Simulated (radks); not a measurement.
Q: Species: the platinum ion Pt3+. Configuration: [Xe] 4f14 5d6 6d1 (not the ground configuration). Calculated with a radial shooting solver on a logarithmic mesh with Libxc functionals: Dirac Kohn-Sham, PBEsol, spin-unpolarised, spherical densities, finite nucleus; open shells are shared between the two j in proportion to 2j + 1; Fermi nuclear charge, rms radius 5.427 fm. Some entries of the table are withheld. Estimate them.

orbital  occ.  eigenvalue (hartree)  r(max) (bohr)
1s1/2       2             -2877.046        0.01062
2s1/2       2             -506.4109        0.06146
2p1/2       2             -485.6215        0.04533
2p3/2       4             -422.1226        0.05259
3s1/2       2             -120.1647         0.1729
3p1/2       2             -110.7931         0.1615
3p3/2       4             -96.83608         0.1763
3d3/2       4             -81.16072         0.1374
3d5/2       6             -78.15104         0.1415
4s1/2       2             -27.06576         0.3904
4p1/2       2             -23.08440         0.3889
4p3/2       4             -19.75672         0.4195
4d3/2       4             -13.21909         0.4130
4d5/2       6             -12.60008         0.4225
5s1/2       2              -5.31203         0.8685
4f5/2       6              -4.24440         0.3824
4f7/2       8              -4.11719         0.3871
5p1/2       2              -4.02718         0.9185
5p3/2       4              -3.45856         0.9971
5d3/2     2.4                   (1)          1.192
5d5/2     3.6                   (2)          1.225
6d3/2     0.4                   (3)          3.586
6d5/2     0.6                   (4)          3.653

A: 
(1) 5d3/2 eigenvalue (hartree): -1.70053
(2) 5d5/2 eigenvalue (hartree): -1.63530
(3) 6d3/2 eigenvalue (hartree): -0.58396
(4) 6d5/2 eigenvalue (hartree): -0.57491
